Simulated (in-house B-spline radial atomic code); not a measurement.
**Ionising the scandium ion Sc⁶⁺ with different functionals**

Computed with an all-electron radial atomic-structure program (B-spline basis): non-relativistic Hamiltonian, point nucleus, spin-polarised at highest spin, spherical fractional occupations for the functionals, the average over the highest-spin determinants for Hartree-Fock. The ionisation energy is the difference of two self-consistent energies, [Ne] 3s2 3p3 → [Ne] 3s2 3p2, without Breit or QED terms; ε is the level of the shell that loses the electron (its least bound occupied spin orbital).

Hybrids are left out here: with spherical fractional occupations of an open shell their exact exchange keeps a self-interaction that integer-occupation calculations don't have.

| method | rung | ΔSCF (eV) | -ε(3p) (eV) |
| --- | --- | --- | --- |
| Hartree-Fock | Hartree-Fock | 136.27 | 136.82 |
| LDA VWN5 | LDA | 136.73 | 126.15 |
| LDA PW92 | LDA | 136.71 | 126.14 |
| LDA exchange-only | LDA | 135.29 | 124.76 |
| PBE | GGA | 136.86 | 126.32 |
| PBEsol | GGA | 136.73 | 126.17 |
| BLYP | GGA | 136.64 | 126.04 |
| RPBE | GGA | ? | ? |
| PW91 | GGA | 136.97 | 126.42 |
| BP86 | GGA | ? | ? |
| AM05 | GGA | 136.66 | 126.10 |
| OLYP | GGA | 137.26 | 126.69 |
| TPSS | meta-GGA | 137.15 | 126.67 |
| SCAN | meta-GGA | 137.76 | 127.43 |
| r2SCAN | meta-GGA | 137.71 | 127.40 |
| M06-L | meta-GGA | 137.65 | 127.23 |
| revTPSS | meta-GGA | 137.05 | 126.57 |

(1) What does BP86 give?

(2) What does RPBE give?

(3) How do they compare with the NIST value?

Answers

(1) ΔSCF 136.88 eV, and -ε(3p) = 126.31 eV.

(2) ΔSCF 136.87 eV, and -ε(3p) = 126.34 eV.

(3) NIST lists 138.0 eV ± 0.25 (semi-empirical, ground level to ground level). Errors run from -2.70 to -0.23 eV; SCAN is closest (-0.23 eV), though others lie within the uncertainty of it, and part of that can be cancellation, since the calculations leave out relativity, Breit-QED terms, multiplet and fine-structure energies. Hartree-Fock also lacks correlation.
